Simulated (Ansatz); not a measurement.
`CC[Si](Cl)(Cl)Cl` → `CCCl` + `Cl[Si]Cl` at 600 K and 1 bar (silylene loss).

Program: Ansatz. Geometries: PBE0-D4/def2-TZVP. ΔE: electronic, gas phase. CBS: MP2 limit from def2 TZ/QZ plus the TZ coupled-cluster correction, frozen cores. This one scheme is used for every species. Each species was taken in one conformer, which may not be the lowest.

| species | CCSD(T)/CBS energy (Eh) | H − E (kJ/mol) | S (J/(mol·K)) |
| --- | --- | --- | --- |
| `CC[Si](Cl)(Cl)Cl` | -1747.70894 | 257.9 | 493.0 |
| `CCCl` | -538.89655 | 212.5 | 329.5 |
| `Cl[Si]Cl` | -1208.69388 | 36.3 | 319.6 |

H − E and S are ideal-gas, rigid-rotor, harmonic terms from PBE0-D4/def2-TZVP, for one conformer and one mirror image of each species. 1 Eh = 2625.50 kJ/mol, R = 8.31446 J/(mol·K).

**Question.** By hand: ΔE, ΔH, ΔS and ΔG.

**Answer.** ΔE = (-538.89655) + (-1208.69388) − (-1747.70894) = 0.11851 Eh = 311.1 kJ/mol. Δ(H − E) = 212.5 + 36.3 − 257.9 = -9.1, so ΔH = 302.0 kJ/mol. ΔS = 329.5 + 319.6 − 493.0 = 156.1 J/(mol·K). ΔG = 302.0 − 600 × (156.1)/1000 = 208.3 kJ/mol.

**Question.** By hand: the equilibrium constant, and the temperature at which ΔG would vanish if ΔH and ΔS stayed fixed.

**Answer.** log₁₀ K = −ΔG/(RT ln 10) = -18.1. ΔG = 0 at ΔH/ΔS = 1935 K.

The number of gas molecules changes by +1, which sets the sign of ΔS. A doubt of 5 kJ/mol in ΔE shifts log₁₀ K by 0.4 here. Other conformers and mirror images would add mixing entropy, several J/(mol·K) or more a flexible species. These are equilibria of isolated gas molecules and say nothing of rates. Largest T1 diagnostic: 0.013 (customary marks: 0.02 for closed shells, 0.045 for open ones).
